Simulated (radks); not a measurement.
The holmium ion Ho+ inside a hard spherical wall (all orbitals vanish at R), configuration held at [Xe] 4f11 6s1 and not refilled when levels cross. Method: scalar-relativistic Kohn-Sham, LDA (Slater exchange, VWN5 correlation), spin-polarised, spherical densities, point nucleus; open shells are filled with parallel spins first (spin-orbit coupling, left out, can overturn this in heavy ions); computed with a radial shooting solver on a logarithmic mesh with Libxc functionals. Eigenvalues in eV for spin up, with the zero of energy where the potential of the charges vanishes at infinity; a dash marks a level that is unbound or too diffuse for the functional's potential to be trusted. A positive occupied level is held by the wall or, in an anion where self-interaction has pushed it up, behind a barrier. The pressure on the wall is -dE/dV.

| R (bohr) | E (hartree) | kinetic (hartree) | e(5s) | e(5p) | e(4f) | e(6s) | e(5d, empty) | e(6p, empty) | pressure (GPa) |
|---|---|---|---|---|---|---|---|---|---|
| free | -12608.1265 | 13633.709 | -57.731 | -33.058 | -10.870 | -9.560 | -7.347 | -5.848 | 0 |
| 15 | -12608.1265 | 13633.709 | -57.731 | -33.058 | -10.870 | -9.560 | -7.347 | -5.847 | < 0.0001 |
| 12 | -12608.1265 | 13633.709 | -57.730 | -33.057 | -10.869 | -9.559 | -7.345 | -5.839 | 0.000259 |
| 10 | -12608.1263 | 13633.712 | -57.718 | -33.045 | -10.857 | -9.547 | -7.333 | -5.783 | 0.00605 |
| 7 | -12608.1172 | 13633.782 | -57.428 | -32.766 | -10.568 | -9.150 | -7.025 | -4.765 | 0.540 |
| 4 | -12607.7650 | 13635.398 | -54.216 | -29.738 | -7.008 | 0.668 | -2.156 | 10.767 | 72.9 |
| 2.5 | -12603.6725 | 13652.498 | -37.726 | -11.415 | 12.823 | 66.218 | 25.876 | 91.101 | 3410 |
| 2 | -12594.7040 | 13685.416 | -11.869 | 19.490 | 39.297 | 163.63 | 67.949 | 199.74 | 18700 |
| 1.5 | -12558.3329 | 13805.425 | 78.734 | 125.75 | 107.34 | 448.55 | 198.27 | 503.18 | 151000 |
